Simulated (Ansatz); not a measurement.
Relaxation of AlBrClH$_{3}$ (6 atoms, charge 0, multiplicity 1), to a largest force component of 0.03 eV/Å in at most 50 steps.

Level of theory: Ansatz 0.2.0, RKS B3LYP-D4/def2-SVP.

```xyz
6
Properties=species:S:1:pos:R:3
Al -0.021 0.232 -0.076
H -0.139 0.212 1.488
H 1.342 0.184 -0.848
Cl -1.809 0.460 -1.169
Br -0.227 -3.008 1.495
H -0.204 -1.582 1.980
```

Question: Where does it end, and by what steps?

Answer: The forces met the threshold. The force dipped under the threshold on the way, but the program's further checks kept it going. After 22 steps the energy has fallen by 0.236 eV; H6 moved furthest, 0.97 Å. Joined: Al1–Br5.

| step | energy less start (eV) | largest force component (eV/Å) | accepted |
| --- | --- | --- | --- |
| 0 | 0.0000 | 1.305 | yes |
| 1 | -0.0550 | 0.168 | yes |
| 2 | -0.0573 | 0.284 | yes |
| 3 | -0.0994 | 0.768 | yes |
| 4 | -0.1172 | 0.767 | yes |
| 5 | -0.1567 | 0.422 | yes |
| 6 | -0.2010 | 0.218 | yes |
| 7 | -0.2139 | 0.505 | yes |
| 8 | -0.2174 | 0.414 | yes |
| 9 | -0.2225 | 0.098 | yes |
| 10 | -0.2264 | 0.020 | yes |
| 11 | -0.2267 | 0.217 | yes |
| 12 | -0.2308 | 0.064 | yes |
| 13 | -0.2324 | 0.070 | yes |
| 14 | -0.2337 | 0.007 | yes |
| 15 | -0.2128 | 0.786 | no |
| 16 | -0.2342 | 0.053 | yes |
| 17 | -0.2341 | 0.148 | no |
| 18 | -0.2348 | 0.031 | yes |
| 19 | -0.2354 | 0.044 | yes |
| 20 | -0.2350 | 0.179 | no |
| 21 | -0.2359 | 0.026 | yes |
| 22 | -0.2364 | 0.028 | yes |

```xyz
6
Properties=species:S:1:pos:R:3
Al 0.060 0.215 0.030
H 0.149 0.944 1.426
H 1.291 -0.049 -0.921
Cl -1.891 0.048 -0.812
Br 0.236 -2.409 1.144
H -0.902 -2.252 2.002
```

Whether the end is a true minimum wasn't checked by a vibrational analysis.

The run took 75 s on 2 threads of Arm Neoverse N1, on a shared host, peak memory 0.17 GiB.
